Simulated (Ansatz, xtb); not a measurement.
CH4BrGaSi: where a starting geometry ends

The starting geometry of this gas-phase singlet was built from a drawn formula by distance geometry; its bonds are those of `C=[Si]([GaH2])Br`.

```xyz
8

C     0.3401   -0.3597    1.1205
Br   -1.8568    1.7191    2.6989
Ga   -0.1699    2.2121   -1.0354
Si   -0.8959    0.7402    0.8951
H     1.1911   -0.3586    0.5024
H     0.2941   -1.1653    1.8740
H     0.8613    3.1196   -0.3988
H    -1.4414    2.3362   -1.6954
```

Question: Where would you expect an optimisation with r2SCAN-D4/def2-SVP to take it?

Answer: It keeps its bonds, and is `C=[Si]([GaH2])Br`.

The energy falls by 1.76 eV over 24 steps:

```
step  E − E(last) (eV)
   1             1.759
   4             0.264
   6             0.169
   9             0.129
  11             0.105
  14             0.047
  16             0.016
  19             0.005
  21             0.002
  24             0.000
```

Final geometry (Å):

```
atom    x (Å)    y (Å)    z (Å)
   C   0.5057  -0.3584   1.3470
  Br  -2.5379   0.9299   2.1577
  Ga  -0.3548   2.4512  -0.7700
  Si  -0.6535   0.8600   0.9607
   H   1.4350  -0.4059   0.7666
   H   0.3976  -1.1078   2.1380
   H   0.9804   2.3553  -1.5745
   H  -1.4501   3.5194  -1.0642
```

From the same start GFN2-xTB ends elsewhere, differing in Br2–Ga3 (2.29 against 3.96 Å here), Br2–Si4 (3.41 against 2.23 Å here).

The end wasn't checked by frequencies. Run with Ansatz 0.2.0, 99 s on 2 threads of AMD EPYC 7R43 64-Core Processor (Zen 3) (shared host).
